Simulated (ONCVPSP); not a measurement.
**Reading a pseudo-wave (O)**

Columns: radius, all-electron u(r) and pseudo u(r) of the 2p shell (level -43.24 eV) of oxygen in the configuration [He] 2s2 2p2; PBE, scalar-relativistic, ONCV scheme, ONCVPSP 4.0.1.

```tsv
r (bohr)	all-electron	pseudo
0.082	0.0901	0.0346
0.165	0.2698	0.1344
0.248	0.4594	0.2835
0.330	0.6238	0.4570
0.413	0.7557	0.6344
0.495	0.8516	0.7902
0.578	0.9160	0.9120
0.660	0.9507	0.9892
0.742	0.9613	1.0237
0.825	0.9525	1.0210
0.908	0.9284	0.9900
0.990	0.8937	0.9414
1.072	0.8513	0.8838
1.155	0.8033	0.8225
1.238	0.7524	0.7621
1.320	0.7010	0.7051
1.402	0.6497	0.6510
1.485	0.5988	0.5990
1.568	0.5497	0.5497
1.650	0.5034	0.5034
1.733	0.4592	0.4592
1.815	0.4182	0.4182
1.898	0.3796	0.3796
1.980	0.3441	0.3441
2.062	0.3114	0.3114
2.145	0.2809	0.2809
```

Problem. How many radial nodes do the two functions have?

Solution. The all-electron 2p function has n − l − 1 = 0; the pseudo-wave has 0.

Problem. At about which radius was the pseudo-wave matched?

Solution. 1.65 bohr. The columns agree to 0.0005 from 1.49 bohr on; several derivatives are matched, so the curves merge somewhat inside the radius.

Problem. Is the pseudo-wave norm-conserving?

Solution. Yes: the ONCV scheme keeps the norm inside the radius equal to the all-electron one, which fixes the energy derivative of the logarithmic derivative at the level.
